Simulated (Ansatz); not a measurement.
Consider the redistribution: `C=C[SiH](Cl)Cl` + `O[SiH2][SiH2]Cl` → `Cl[SiH2][SiH](Cl)Cl` + `C=C[SiH2]O`.

Computed with Ansatz on PBE0-D4/def2-TZVP structures; ΔE is electronic, products minus reactants. CCSD(T)/CBS adds triple-zeta CCSD(T) − MP2 to the extrapolated MP2 energy (def2 sets, frozen cores). DFT in def2-TZVPP. One conformer a species, not always the lowest.

`C=C[SiH](Cl)Cl`:

Cartesian coordinates in Å:
```
C 1.229 0.479 -0.888
C 0.095 0.714 -0.233
Si -0.779 -0.645 0.646
Cl -0.941 -0.216 2.641
Cl -2.670 -0.880 -0.104
H 1.674 -0.512 -0.927
H 1.764 1.263 -1.415
H -0.318 1.719 -0.218
H -0.054 -1.923 0.498
```

`O[SiH2][SiH2]Cl`:

Cartesian coordinates in Å:
```
O -0.374 1.953 -0.288
Si -1.006 0.470 0.060
Si 0.765 -1.049 0.330
Cl 2.074 -0.577 -1.214
H 0.339 1.975 -0.930
H -1.807 0.626 1.298
H -1.888 -0.035 -1.030
H 1.517 -0.887 1.600
H 0.380 -2.475 0.175
```

`Cl[SiH2][SiH](Cl)Cl`:

Cartesian coordinates in Å:
```
Cl 0.650 0.874 2.429
Si -0.664 0.323 0.946
Si 0.573 -0.199 -0.968
Cl 1.789 -1.794 -0.563
Cl -0.756 -0.697 -2.449
H -1.584 1.457 0.682
H -1.430 -0.865 1.395
H 1.423 0.901 -1.472
```

`C=C[SiH2]O`:

Z-matrix (Å, degrees):
```
Si
C 1 1.857
O 1 1.649 2 111.4
H 1 1.491 2 108.7 3 122.7
H 1 1.484 2 111.0 3 -117.5
C 2 1.330 1 122.9 3 6.6
H 2 1.090 1 118.9 3 -173.1
H 3 0.958 1 117.3 2 72.7
H 6 1.087 2 121.4 1 0.7
H 6 1.086 2 122.4 1 -179.7
```

| species | PBE-QIDH energy (Eh) |
| --- | --- |
| `C=C[SiH](Cl)Cl` | -1287.88258 |
| `O[SiH2][SiH2]Cl` | -1116.83079 |
| `Cl[SiH2][SiH](Cl)Cl` | -1960.48851 |
| `C=C[SiH2]O` | -444.22289 |

(1) Work out ΔE.

Largest T1 diagnostic among the species: 0.011.

Answers

(1) ΔE = (-1960.48851) + (-444.22289) − (-1287.88258) − (-1116.83079) = 0.00197 Eh = +0.05 eV. CCSD(T)/CBS gives +0.05 eV.

Leaving LDA and LC-ωPBE aside and taking each functional with its dispersion term where it has one, the values, not all of them listed here, spread over 0.03 eV, from BHLYP-D4 to B97M-V.
